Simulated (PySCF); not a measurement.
Levels of P¹⁰⁺ from EOM-EA-GCCSD

Reference: closed-shell P¹¹⁺, [He] 2s2; one electron is added. Calculated with PySCF 2.14, two-component X2C-1e with screened spin-orbit coupling, an uncontracted even-tempered set (18 s from 0.36 bohr⁻², ratio 2.6; 11 p from 0.47 bohr⁻², ratio 2.6; 7 d from 0.48 bohr⁻², ratio 2.8; 4 f from 11 bohr⁻², ratio 2.8); frozen nothing; the 30 highest virtual spinors dropped; of the others 56 kept and the rest restored at second order. No Breit or QED terms. Binding energies in eV.

| level | Koopmans |
| --- | --- |
| 2p1/2 | 479.44 |
| 2p3/2 | 478.16 |
| 3s1/2 | 208.71 |
| 3d3/2 | 187.53 |
| 3d5/2 | 187.45 |

Q: How does correlation move these levels?

A: 2p1/2: second order 480.46, EOM-CCSD 479.71; 2p3/2: second order 479.19, EOM-CCSD 478.49; 3s1/2: second order 209.80, EOM-CCSD 210.04; 3d3/2: second order 187.88, EOM-CCSD 188.02; 3d5/2: second order 187.79, EOM-CCSD 187.93.

For comparison, the ionisation energy of P¹⁰⁺ is 479.44 ± 0.05 eV (semi-empirical (NIST evaluation); NIST Atomic Spectra Database, ionization energies).

Only part of the computed levels is shown.

The screened spin-orbit operator tends to give fine-structure splittings of light species too large.
